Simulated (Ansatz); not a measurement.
Spectroscopic constants of ZrSe, multiplicity 3 (an upper state: multiplicity 1 came lower at CCSD(T)/def2-TZVPP on PBE0 minima). No spin–orbit coupling. Se is treated without relativity.

Seven points along R, fitted to fifth degree in 1/R; most abundant isotopes. Runs in def2 and cc sets follow the lowest solution found near the PBE0 minimum.

Correlated levels freeze the inner cores; with def2 sets outer-core shells near the valence are correlated too.

The values were computed with Ansatz (Gaussian basis) for Hartree–Fock, density functionals and correlated methods. Each number belongs to the level named beside it. In def2 rows elements past Kr take small-core potentials, without spin–orbit coupling.

| level | r_e (Å) | ω_e (cm⁻¹) | ω_e x_e (cm⁻¹) | dipole (D) |
|---|---|---|---|---|
| PBE/def2-TZVPP | 2.335 | 358 | 0.71 | 4.94 |
| PBE0/def2-TZVPP | 2.319 | (withheld) | 0.68 | 5.65 |
| wB97X-V/def2-TZVPP | 2.312 | 387 | 0.61 | 6.37 |
| CCSD/def2-TZVPP | 2.327 | 379 | 0.65 | - |
| CCSD(T)/def2-TZVPP | (withheld) | (withheld) | 0.56 | - |

Q: Some entries are withheld; supply them.

A: 
- CCSD(T)/def2-TZVPP, r_e (Å): 2.338
- CCSD(T)/def2-TZVPP, ω_e (cm⁻¹): 369
- PBE0/def2-TZVPP, ω_e (cm⁻¹): 374

Ansatz is a program for electronic structure.
